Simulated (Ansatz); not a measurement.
`C[S][GeH2][Cl]` + H₂ → `C[S][GeH3]` + HCl at 700 K and 1 bar (hydrogenolysis of a Ge–Cl bond).

Program: Ansatz. Geometries: PBE0-D4/def2-TZVP. ΔE: electronic, gas phase. CCSD(T)/CBS is the MP2 limit (def2-TZVPP, def2-QZVPP) plus CCSD(T) − MP2 in def2-TZVPP, frozen cores. This one scheme is used for every species. For Ge outer-core shells are correlated without core-valence functions, which leaves a few kJ/mol of doubt a bond. Scalar relativity is left out up to krypton. One conformer a species, not always the lowest.

| species | CCSD(T)/CBS energy (Eh) | H − E (kJ/mol) | S (J/(mol·K)) |
| --- | --- | --- | --- |
| `C[S][GeH2][Cl]` | -2974.78596 | 219.9 | 461.3 |
| H₂ | -1.17544 | 46.8 | 155.3 |
| `C[S][GeH3]` | -2515.55711 | 228.1 | 421.0 |
| HCl | -460.38127 | 38.4 | 211.8 |

H − E and S are ideal-gas, rigid-rotor, harmonic terms from PBE0-D4/def2-TZVP, for one conformer and one mirror image of each species. The MP2-based limit puts H₂ 0.8 mEh under its directly extrapolated value; such offsets cancel only in part. 1 Eh = 2625.50 kJ/mol, R = 8.31446 J/(mol·K).

Question: By hand: ΔE, ΔH, ΔS and ΔG.

Answer: ΔE = (-2515.55711) + (-460.38127) − (-2974.78596) − (-1.17544) = 0.02302 Eh = 60.4 kJ/mol. Δ(H − E) = 228.1 + 38.4 − 219.9 − 46.8 = -0.2, so ΔH = 60.2 kJ/mol. ΔS = 421.0 + 211.8 − 461.3 − 155.3 = 16.2 J/(mol·K). ΔG = 60.2 − 700 × (16.2)/1000 = 48.9 kJ/mol.

Question: By hand: the equilibrium constant, and the temperature at which ΔG would vanish if ΔH and ΔS stayed fixed.

Answer: log₁₀ K = −ΔG/(RT ln 10) = -3.6. ΔG = 0 at ΔH/ΔS = 3716 K, far beyond where these terms or the molecules hold.

ΔH outweighs TΔS. A doubt of 5 kJ/mol in ΔE shifts log₁₀ K by 0.4 here. Other conformers and mirror images would add mixing entropy, several J/(mol·K) or more a flexible species. These are equilibria of isolated gas molecules and say nothing of rates. Largest T1 diagnostic: 0.011 (customary marks: 0.02 for closed shells, 0.045 for open ones).
